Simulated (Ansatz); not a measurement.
The cluster Mn₂O⁺, relaxed as a quartet with UKS PBE0-D4/def2-TZVP in Ansatz, starting from the PBE0-D4/def2-TZVP geometry of the charge +1 doublet. Force threshold 0.02 eV/Å.

The charge 1 quartet is spin-contaminated (final ⟨S²⟩ up to 7.60, 3.75 for a pure state). At PBE0-D4/def2-TZVP a doublet of charge 1 lies 1.75 eV below the quartet, each at its own geometry. The structure comes from a short search, and lower isomers may exist.

Start:

| atom | x (Å) | y (Å) | z (Å) |
| --- | --- | --- | --- |
| Mn1 | 0.853 | -0.753 | 1.372 |
| Mn2 | -0.887 | 0.783 | -1.427 |
| O3 | 0.034 | -0.029 | 0.055 |

Task: Estimate the energy that the relaxation releases and the steps that it takes.

Result: 0.2 kcal/mol, in 3 steps; 19 s on 4 threads of Intel Xeon on a shared host. No frequencies were taken in this run, so the end may be a saddle point.

Task: Does the start keep its bonding and symmetry?

Result: By distances, no bond broke or formed. The bond that changes most is Mn1–O3, from 1.71 to 1.69 Å (atoms count from 1). Point group C∞v at the start, C∞v at the end, both within 0.05 Å.

Task: Predict the relaxed structure.

Result: 
```xyz
3

Mn    0.8455   -0.7467    1.3601
Mn   -0.8836    0.7798   -1.4217
O     0.0381   -0.0331    0.0616
```
Bond lengths (bridged metal pairs left out): 2 × Mn–O 1.69 to 1.93 Å.
